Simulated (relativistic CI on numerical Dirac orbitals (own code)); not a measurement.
Electric-dipole transitions in Tl36+

These numbers are calculated, not measured: Dirac-Coulomb-Breit CI, KLI orbitals optimised for each configuration, a model potential for QED, unscaled Slater integrals (own radial code, finite nucleus).

Configuration list (outside the closed core [Ar] 3d10): 4s2.4p6.4d9, 4s2.4p6.4d8.4f, 4s2.4p5.4d10, 4s.4p6.4d10, 4s2.4p5.4d9.4f, 4s.4p6.4d9.4f, 4s2.4p6.4d8.5s, 4s2.4p6.4d7.4f.5s, 4s2.4p6.4d8.5p, 4s2.4p6.4d8.5d, 4s2.4p5.4d9.5s. Double excitations out of closed p, d and f shells are left out; levels of such configurations are missing from the list, as are those of other unlisted configurations, and high levels can miss mixing partners.

```csv
λ vac (Å),Lower,Upper,A (s⁻¹),log gf,S velocity/length
20.579,4s2.4p6.4d9 2D_5/2 [1],4s2.4p6.4d8.5p 2F°_7/2 [191],2.10e+12,0.03,0.93
34.455,4s2.4p6.4d9 2D_3/2 [2],4s2.4p5.4d10 2P°_1/2 [85],8.21e+12,0.47,0.87
35.597,4s2.4p6.4d8.4f 2K°_13/2 [37],4s2.4p5.4d9.4f 2I_11/2 [193],2.94e+12,0.83,0.81
36.645,4s2.4p5.4d10 2P°_3/2 [3],4s2.4p5.4d9.4f 2S_1/2 [173],5.06e+12,0.31,0.69
38.037,4s2.4p5.4d10 2P°_3/2 [3],4s2.4p5.4d9.4f 2D_5/2 [168],4.89e+12,0.80,0.63
38.134,4s2.4p5.4d10 2P°_3/2 [3],4s2.4p5.4d9.4f 2P_3/2 [167],4.28e+12,0.57,0.57
40.461,4s2.4p6.4d9 2D_5/2 [1],4s2.4p6.4d8.4f 2F°_7/2 [81],6.30e+12,1.09,0.74
40.494,4s2.4p6.4d9 2D_5/2 [1],4s2.4p6.4d8.4f 2P°_3/2 [80],6.96e+12,0.84,0.73
40.563,4s2.4p6.4d9 2D_3/2 [2],4s2.4p6.4d8.4f 2F°_5/2 [84],6.59e+12,0.99,0.73
40.656,4s2.4p6.4d9 2D_5/2 [1],4s2.4p6.4d8.4f 2D°_5/2 [79],6.30e+12,0.97,0.64
41.118,4s2.4p6.4d9 2D_3/2 [2],4s2.4p6.4d8.4f 2D°_3/2 [83],6.17e+12,0.80,0.64
45.806,4s2.4p6.4d9 2D_3/2 [2],4s2.4p6.4d8.4f 2P°_1/2 [77],1.28e+12,-0.10,0.54
50.326,4s2.4p6.4d8.4f 2H°_11/2 [20],4s2.4p5.4d9.4f 2G_9/2 [123],7.30e+11,0.44,0.81
50.454,4s2.4p6.4d8.4f 2I°_13/2 [7],4s2.4p5.4d9.4f 2H_11/2 [113],9.57e+11,0.64,0.81
50.513,4s2.4p6.4d8.4f 4I°_15/2 [12],4s2.4p5.4d9.4f 4H_13/2 [115],1.46e+12,0.89,0.80
50.713,4s2.4p6.4d8.4f 4H°_13/2 [16],4s2.4p5.4d9.4f 4G_11/2 [119],1.11e+12,0.71,0.81
50.769,4s2.4p6.4d8.4f 4G°_11/2 [24],4s2.4p5.4d9.4f 2G_9/2 [127],7.78e+11,0.48,0.82
50.824,4s2.4p6.4d8.4f 2I°_13/2 [7],4s2.4p5.4d9.4f 4G_11/2 [109],5.45e+11,0.40,0.81
50.862,4s2.4p6.4d8.4f 4F°_7/2 [5],4s2.4p5.4d9.4f 2F_5/2 [103],4.16e+11,-0.01,0.83
50.935,4s2.4p6.4d8.4f 4H°_11/2 [10],4s2.4p5.4d9.4f 4G_9/2 [112],1.16e+12,0.66,0.81
51.135,4s2.4p6.4d8.4f 4G°_9/2 [9],4s2.4p5.4d9.4f 2F_7/2 [106],4.72e+11,0.17,0.82
51.702,4s2.4p6.4d8.4f 4I°_13/2 [43],4s2.4p5.4d9.4f 4H_11/2 [141],8.74e+11,0.62,0.82
51.747,4s2.4p6.4d8.4f 4I°_11/2 [34],4s2.4p5.4d9.4f 4H_9/2 [134],7.98e+11,0.51,0.81
52.098,4s2.4p6.4d8.4f 2K°_13/2 [37],4s2.4p5.4d9.4f 2I_11/2 [135],8.37e+11,0.61,0.74
52.159,4s2.4p6.4d8.4f 2K°_15/2 [49],4s2.4p5.4d9.4f 2I_13/2 [144],8.22e+11,0.67,0.74
53.752,4s2.4p6.4d8.4f 4G°_9/2 [9],4s2.4p5.4d9.4f 4G_9/2 [91],3.65e+11,0.20,0.90
53.849,4s2.4p6.4d8.4f 4H°_11/2 [10],4s2.4p5.4d9.4f 4H_11/2 [93],3.43e+11,0.25,0.91
54.167,4s2.4p6.4d8.4f 2H°_9/2 [17],4s2.4p5.4d9.4f 2H_9/2 [97],4.91e+11,0.33,0.89
54.764,4s2.4p6.4d8.4f 2I°_13/2 [7],4s2.4p5.4d9.4f 2I_13/2 [88],3.52e+11,0.35,0.93
55.333,4s2.4p6.4d8.4f 4I°_15/2 [12],4s2.4p5.4d9.4f 4I_15/2 [90],3.42e+11,0.40,0.95
```

Terms are leading LS components. Brackets give the number of a level in order of energy, since labels repeat. The list gives strong lines, with weight on those to low levels, among the lowest 200 of 793 levels, so that lines to higher ones, which can be the strongest, are missing. Levels whose partners in the same complex of configurations lie outside the list can be far off, and so can their lines. Rates are taken at the computed energies, electric ones in the length gauge. A velocity-to-length ratio far from 1 marks an uncertain rate.

At this charge energies of transitions that change n are usually good to better than 1 %, and those within a shell (Δn = 0) to a few per cent.

(1) From the table, what is the radiative lifetime of 4s2.4p6.4d8.5p 2F°_7/2?

Answers

(1) The listed rates from this level add up to about 2.10e+12 s⁻¹, 99 % of its decay; with all channels τ = 4.71e-13 s.

LS names give the leading component of a level, which can be under half, so a name can repeat, a term be missing and a line seem to break the LS rules.
